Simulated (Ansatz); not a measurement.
`C=C(O)[SiH3]` and `C=C(O)CS` differ in one atom or group.

Ansatz, PBE0-D4/def2-TZVP geometries, multiplicity 1. Each molecule was computed in one conformer, which needn't be the lowest.

```csv
property,`C=C(O)[SiH3]`
HOMO energy (ωB97M-V/def2-TZVPP) / eV,-9.17
HOMO–LUMO gap (B3LYP/def2-TZVPP) / eV,6.48
LUMO energy (PBE/def2-TZVPP) / eV,-0.97
HOMO–LUMO gap (ωB97M-V/def2-TZVPP) / eV,10.84
HOMO energy (PBE0/def2-TZVPP) / eV,-6.93
LUMO energy (PBE0/def2-TZVPP) / eV,-0.01
```

**Question.** Give the same properties after the change, and the shifts. (An estimate is asked.)

**Answer.** Computed: 
```tsv
property	`C=C(O)CS`	shift
HOMO energy (ωB97M-V/def2-TZVPP) / eV	-8.98	0.19
HOMO–LUMO gap (B3LYP/def2-TZVPP) / eV	6.41	-0.07
LUMO energy (PBE/def2-TZVPP) / eV	-0.85	0.12
HOMO–LUMO gap (ωB97M-V/def2-TZVPP) / eV	11.08	0.24
HOMO energy (PBE0/def2-TZVPP) / eV	-6.75	0.18
LUMO energy (PBE0/def2-TZVPP) / eV	0.14	0.15
```

B3LYP here is the variant with VWN-RPA as its local correlation; programs differ in this.
